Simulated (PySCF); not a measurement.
Species: C2H5Cl2Si2 (doublet state).
Structure used (GFN2-xTB), in Å, numbered top down from 1:
```xyz
11
C2H5Cl2Si2 angstrom
Si    -2.114    0.125   -0.113
C     -0.319   -0.198   -0.553
C      0.697   -0.049    0.311
Cl     0.310    0.411    1.952
Si     2.486   -0.433    0.022
Cl     3.792    0.370    1.319
H     -2.898   -0.120   -1.326
H     -2.538   -0.778    0.959
H     -2.280    1.515    0.318
H     -0.055   -0.498   -1.557
H      2.924   -0.342   -1.358
```

The hyperfine couplings belong to this conformer and change with its torsions.

The species is `[SiH3]/C=C(\Cl)[SiH]Cl` [radical].

Computed with UKS B3LYP, pcH-1 on C Cl H Si, non-relativistic, mean-field spin-orbit, GIAO in PySCF 2.14.0. One conformer (not necessarily the lowest) at the GFN2-xTB geometry, without solvent, vibrations or thermal averaging. Couplings are sensitive to structure, and on GFN2-xTB geometries they can be far from those on DFT ones, by a factor of two or more for some ions and for spin on atoms past the first row. The SCF solution wasn't tested for stability.

Question: Match the computed a_iso(29Si) values -482.6, +9.3 MHz with the sites Si1; Si5.

Answer: 
```json
{"site": "Si1", "a_iso (MHz)": "+9.3", "ρ(0) (bohr⁻³)": "-0.0105", "position": "3 bonds from Si5", "distance from Si5 (Å)": "4.64", "spin population": "-0.01", "largest |T| (MHz)": "0.7"}
{"site": "Si5", "a_iso (MHz)": "-482.6", "ρ(0) (bohr⁻³)": "+0.5439", "position": "largest spin population", "distance from Si5 (Å)": "0.00", "spin population": "+0.82", "largest |T| (MHz)": "158.0"}
```

Question: Match the computed a_iso(35Cl) values +19.7, -0.9 MHz with the sites Cl4; Cl6.

Answer: 
```tsv
site	a_iso (MHz)	ρ(0) (bohr⁻³)	position	distance from Si5 (Å)	bound to	spin population there	largest |T| (MHz)
Cl4	-0.9	-0.0020	2 bonds from Si5	3.03	C3	-0.10	4.1
Cl6	+19.7	+0.0445	1 bond from Si5	2.01	Si5	+0.82	36.5
```

Question: The isotropic 1H couplings, averaged over equivalent nuclei, are +48.6, -11.1, +9.8 MHz. Assign them to H7/H8/H9; H10; H11.

Answer: 
```tsv
site	a_iso (MHz)	ρ(0) (bohr⁻³)	position	distance from Si5 (Å)	bound to	spin population there	largest |T| (MHz)
H7/H8/H9	+9.8	+0.0022	4 bonds from Si5	5.28	Si1	-0.01	1.7
H10	-11.1	-0.0025	3 bonds from Si5, on C2 of spin population +0.22	2.99	C2	+0.22	6.6
H11	+48.6	+0.0109	1 bond from Si5	1.45	Si5	+0.82	8.7
```

ρ(0) is the spin density at the nucleus and T the dipolar tensor; a_iso includes a spin–orbit part; entries for several nuclei are means. The Mulliken spin populations are largest on Si5 (+0.82), C2 (+0.22) and C3 (-0.10). The angles at Si5 add up to 344.8°, so it is pyramidal.

β density exceeds α density at some nuclei, such as Si1 (-0.0105), H10 (-0.0025) and Cl4 (-0.0020), spin density in bohr⁻³. In a single determinant that takes different orbitals for the two spins, that is spin polarisation.

Nuclei that the bonding pattern makes equivalent are averaged, as if the motion that swaps them (rotation, inversion, ring flip) were fast. The three 1H nuclei of mean +9.8 MHz run from -0.1 to 16.7 MHz in the frozen geometry.
